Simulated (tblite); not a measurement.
C6H14NP.
Z-matrix (Å and degrees, GFN2-xTB geometry), rows numbered from 1:
```
C 
C   1  1.5241
C   2  1.5091  1  110.96
C   3  1.5052  2  121.76  1   164.37
C   4  1.5082  3  120.90  2     1.27
P   3  1.8583  2  119.33  1    85.60
N   6  1.7345  3   96.68  4    93.40
C   7  1.4560  6  116.65  3  -142.44
H   1  1.0880  2  110.63  3    61.21
H   1  1.0874  2  110.82  3  -178.36
H   1  1.0885  2  109.78  3   -58.33
H   2  1.0915  1  109.10  3   121.30
H   2  1.0945  1  109.71  3  -120.82
H   3  1.0872  2  113.56  1   -52.27
H   4  1.0870  3  114.17  6  -106.25
H   5  1.0887  4  110.38  3  -169.74
H   5  1.0907  4  110.27  3    70.59
H   5  1.0876  4  111.31  3   -49.69
H   7  1.0175  6  109.92  3    92.12
H   8  1.0896  7  108.41  6    51.40
H   8  1.0951  7  114.12  6   -69.46
H   8  1.0912  7  108.62  6   169.36
```

Level: GFN2-xTB in tblite, geometry and Hessian alike; calculated harmonic values, unscaled, isolated species. Errors from tens to a few hundred cm⁻¹ against measured bands are possible. One conformer, not necessarily the lowest.

Harmonic wavenumbers (cm⁻¹): 57.3, 74.9, 102.8, 135.8, 157.2, 181.7, 210.1, 222.2, 257.6, 295.1, 347.7, 374.6, 513.5, 640.3, 661.0, 694.5, 786.3, 823.2, 870.6, 950.7, 957.3, 985.9, 1037.2, 1070.0, 1075.3, 1082.3, 1088.7, 1100.0, 1114.1, 1153.1, 1204.2, 1245.8, 1276.9, 1313.6, 1331.4, 1360.3, 1409.3, 1412.5, 1415.8, 1478.5, 1486.0, 1493.5, 1497.0, 1497.4, 1499.7, 1504.0, 2919.1, 2939.9, 2981.9, 2986.3, 2987.1, 2990.5, 2998.4, 3011.8, 3021.4, 3024.6, 3031.2, 3034.6, 3036.7, 3324.2.

A = 2412, B = 1131, C = 858.2 MHz; mass 131.086 u (most abundant isotopes); point group C1, symmetry number 1.

Q: Zero-point energy?

A: Half the sum of the wavenumbers: 41867 cm⁻¹ = 119.70 kcal/mol.

Q: Entropy at 350 K, 1 bar (ideal gas, RRHO, classical rotation)?

A: Translation 41.35, rotation 29.79, vibration 38.17: S = 109.3 cal/(mol K).

Q: And Cp and H(350 K) − H(0)?

A: Cp = 46.41 cal/(mol K), of which vibrations give 38.46 (their classical limit is 60 R = 119.2); H(350 K) − H(0) = 9.76 kcal/mol without the zero-point energy, 6.98 from vibrations.

Q: Which modes carry the vibrational entropy at 350 K?

A: 57.3 cm⁻¹: 4.86; 74.9 cm⁻¹: 4.34; 102.8 cm⁻¹: 3.71; 135.8 cm⁻¹: 3.17; 157.2 cm⁻¹: 2.89; 181.7 cm⁻¹: 2.61 cal/(mol K); the other 54 give 16.59 together.

Q: What must be added to the electronic energy to get the Gibbs energy at 350 K and 1 bar?

A: ZPE + [H(350 K) − H(0)] − T·S = 119.70 + 9.76 − 38.26 = 91.20 kcal/mol.

Q: Blend soft modes into free rotors: weight 1/[1 + (100 cm⁻¹/ν̃)⁴] for the oscillator and the rest for a rotor with moment μB/(μ + B), μ = h/(8π²ν), B = 10⁻⁴⁴ kg m². What vibrational entropy results?

A: 35.71 cal/(mol K) in place of 38.17, which changes −T·S at 350 K by +0.86 kcal/mol.

Hindered rotation and anharmonicity are outside this model. Other conformers, if any are populated, would add a mixing term that is left out. The structure is chiral; the term R ln 2 for an equal mix with its mirror image is left out.

Time: 1.4 s wall. Hardware: Arm Neoverse N1, one thread (shared host). This covers the Hessian and the dipole derivatives.
